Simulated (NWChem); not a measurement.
Atomisation of NSi

SMILES: N#[Si]
```xyz
2

Si     0.0000     0.0000     0.5263
N      0.0000     0.0000    -1.0526
```
Charge 0, spin multiplicity 2.

All runs are NWChem calculations. Structure: optimised with UB3LYP/def2-SVP, a minimum by its harmonic frequencies.

Basis set: def2-TZVP. The atomisation energy is electronic alone: no zero-point, thermal, spin-orbit or counterpoise terms. No value is extrapolated to the basis-set limit. Free atoms are single determinants with multiplicities Si 3, N 4. Correlated methods freeze the same cores in atoms and molecule, 6 orbitals in all.

Costs are rough ratios of processor time within this set of runs, SCF included, with BLYP as 1. Costs are the molecule's.

B3LYP has NWChem's definition, with VWN1-RPA local correlation. The structure started from a generated list of species. The unpaired electrons of the parent sit in orbitals of symmetry a1 (C2v labels of the run); other states weren't searched. The stability of the SCF solutions was not checked. Open-shell Hartree-Fock references start from PBE0 orbitals; any time given for them includes that run. No row is a measurement; the coupled-cluster row has its own basis-set and correlation limits.

```csv
method,atomisation energy (kcal/mol),relative cost,remark
BLYP,___,1,-
B3LYP,107.8,under 3,-
PBE0,___,under 3,-
PBE,118.9,under 3,-
r2SCAN,105.5,under 3,-
TPSS,111.0,under 3,-
HF,___,under 3,spin-contaminated
MP2,88.1,under 3,spin-contaminated
CCSD(T),98.9,9,large amplitudes
```

Complete the blanks.


- BLYP, atomisation energy (kcal/mol): 118.5
- PBE0, atomisation energy (kcal/mol): 102.6
- HF, atomisation energy (kcal/mol): 29.6
